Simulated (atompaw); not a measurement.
# vanadium (V): one change to a PAW (atompaw) potential, before and after

atompaw 4.2.0.5 input, output lines left out:

```
V 23
GGA-PBE scalarrelativistic loggrid 1500 logderivrange -7 5 301
4 4 3 0 0 0
4 0 1.5
4 1 0
3 2 3
0 0 0
c
c
v
v
c
v
v
v
2
2.40 2.35 2.00 1.30
n
n
y
0.6
n
custom rrkj gramschmidtortho sinc
bessel
1.40
1.40
1.70
2.40
2.40
2.40
```

Change: waves 3s (bound); 4s (bound); 3p (bound); 4p (bound); 3d (bound); 3d channel at 0.6 Ry; augmentation sinc compensation charge, radius 2.35 bohr; PAW radius 2.40 bohr; waves and projectors: bloechl.

Cutoffs: the cutoffs (Ry, on a coarse ladder) from which the occupation-weighted sum of valence levels, in a spherical-Bessel basis at the reference potential, stays within 10 and 1 mRy of its value at 400 Ry; they do not see the model core or the augmentation charge, which bear on the density cutoff.

Question: What does the change do?

Answer: The potential gets softer (35 Ry and 50 Ry → 30 Ry and 40 Ry); the range in which the d phases agree widens (upper end 1.7 → at the end of the scan); neither file shows a bound ghost.

| quantity | base | changed |
| --- | --- | --- |
| cutoff, loose | 35 Ry | 30 Ry |
| cutoff, tight | 50 Ry | 40 Ry |
| loose cutoff by channel (10 mRy a level) | s 25 Ry, p 25 Ry, d 15 Ry | s 18 Ry, p 25 Ry, d 21 Ry |
| bound ghosts | none | none |
| s: phases at 2.41 bohr within 0.05 rad from the reference energy up to (Ry; the scan ends near 5) | to the end of the scan | to the end of the scan |
| p: phases at 2.41 bohr within 0.05 rad from the reference energy up to (Ry; the scan ends near 5) | to the end of the scan | to the end of the scan |
| d: phases at 2.41 bohr within 0.05 rad from the reference energy up to (Ry; the scan ends near 5) | 1.7 | to the end of the scan |
| lowest overlap eigenvalue by channel | s 0.28, p 0.60, d 0.88 | s 0.63, p 0.77, d 1.00 |

 The cutoffs see the waves, projectors and local potential, not the compensation charge or the core.
